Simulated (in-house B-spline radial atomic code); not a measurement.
Values are calculated unless marked as measured or tabulated.
**Correlation energy from the adiabatic connection: ω²r²/2 − Z/r, ω = 1.03, Z = 3**

Two electrons in a singlet, external potential ω²r²/2 − Z/r, ω = 1.03, Z = 3 (atomic units). Full CI in B-splines (partial waves to l = 8, correlation up to 0.6 % small) with the density held fixed gives W(λ) = <V_ee>_λ − U, and E_c is the integral of W(λ) − W(0) from 0 to 1.

```
   λ  W(λ) − W(0) (hartree)
   0                0.00000
0.02               -0.00186
0.05               -0.00463
0.12               -0.01101
0.25               -0.02255
 0.4               -0.03541
 0.6               -0.05183
 0.8               -0.06747
   1               -0.08239
```

**Question.** Integrate the table by the trapezoid rule.

**Answer.** The strips give -0.00002, -0.00010, -0.00055, -0.00218, -0.00435, -0.00872, -0.01193, -0.01499, which sum to -0.04283 hartree. The direct value, W(1) − W(0) + T_c with T_c = 0.03951, is -0.04288; the curve is convex, so chords lie above it and the trapezoids fall short in size by 0.11 %.

**Question.** Now use only three numbers: W(0) = -1.7627, the initial slope W'(0) = -0.09316 (extrapolated from the first points) and the strong-coupling limit of the point-charge-plus-continuum model, W∞ = -2.4942. What do second-order theory and the interpolation W(λ) = W∞ + (W(0) − W∞)/√(1 + 2χλ) of Seidl, Perdew and Levy give?

**Answer.** Second order keeps the slope alone: E_c = W'(0)/2 = -0.04658, +9 % in size against -0.04288. Matching the slope fixes χ = W'(0)/(W∞ − W(0)) = -0.09316/(-0.73150) = 0.12735. Integrating, with s = √(1 + 2χ) = 1.120138, E_c = −(W(0) − W∞)(s − 1)/(s + 1) = −0.73150 × 0.120138/2.120138 = -0.04145 hartree, -3.3 % in size against the full result. At λ = 1 the formula gives W − W(0) = -0.07846 against -0.08239. Part of the miss can come from the model's W∞.
